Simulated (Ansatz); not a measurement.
The cluster Re₂O₆⁻, relaxed as a doublet with UKS PBE-D4/def2-SVPD in Ansatz, starting from the GFN1-xTB geometry. Force threshold 0.02 eV/Å.

In the def2 sets Re takes a core potential; there is no spin–orbit coupling. The structure holds one bond between oxygen atoms, so isomers without such links may lie far lower. The relaxation made no stability test and no search for a lower SCF solution. No other spin state of charge -1 was run. The structure comes from a short search, and lower isomers may exist.

Start:

```xyz
8

Re   -0.5239    0.1070   -0.8922
Re    0.6432    0.1994    1.4977
O     1.1252   -1.2828    2.0526
O     0.9888    0.8025   -0.1840
O    -0.3580   -1.5387   -1.6735
O    -2.0070    0.8312   -0.7460
O    -0.0683   -0.5693   -2.5469
O     0.2000    1.4508    2.4923
```

(1) Estimate the energy that the relaxation releases and the steps that it takes.

(2) Does the start keep its bonding?

(3) Predict the relaxed structure.

## Answers

(1) 1.80 eV, in 15 steps; 69 s on 4 threads of Arm Neoverse V2 on a shared host. No frequencies were taken in this run, so the end may be a saddle point.

(2) By distances, no bond broke or formed. The bond that changes most is Re1–O4, from 1.81 to 1.96 Å (atoms count from 1).

(3) 
Cartesian coordinates in Å:
```
Re -0.578 0.040 -0.807
Re 0.623 0.215 1.463
O 1.328 -1.270 2.024
O 1.093 0.916 -0.290
O -0.659 -1.634 -1.763
O -1.996 0.998 -0.705
O 0.183 -0.663 -2.497
O 0.006 1.398 2.575
```
Bond lengths (bridged metal pairs left out): 7 × O–Re 1.71 to 1.98 Å; 1 × O–O 1.48 Å.
